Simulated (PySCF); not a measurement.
Vertical excitations of a molecule C4H8Se from TDDFT-PBE/def2-SVPD (PySCF), as energy in eV (oscillator strength): 4.16 (0.002), 4.69 (0.010), 5.26 (0.028), 5.57 (0.059), 5.79 (0.015), 5.87 (0.003), 6.11 (0.088), 6.25 (0.012), 6.60 (0.029), 6.64 (0.049). Lowest triplet (TDA): 3.89 eV. Coordinates come from a PBE-D3(BJ)/def2-SVP optimisation. Other conformers were not sampled.

Q: Identify the compound among the candidates.
A) C/C=C/[Se]C
B) C=C(C)C[SeH]
C) C=CCC[SeH]
D) C[C@@H]1C[C@@H]1[SeH]

A: C, C=CCC[SeH]
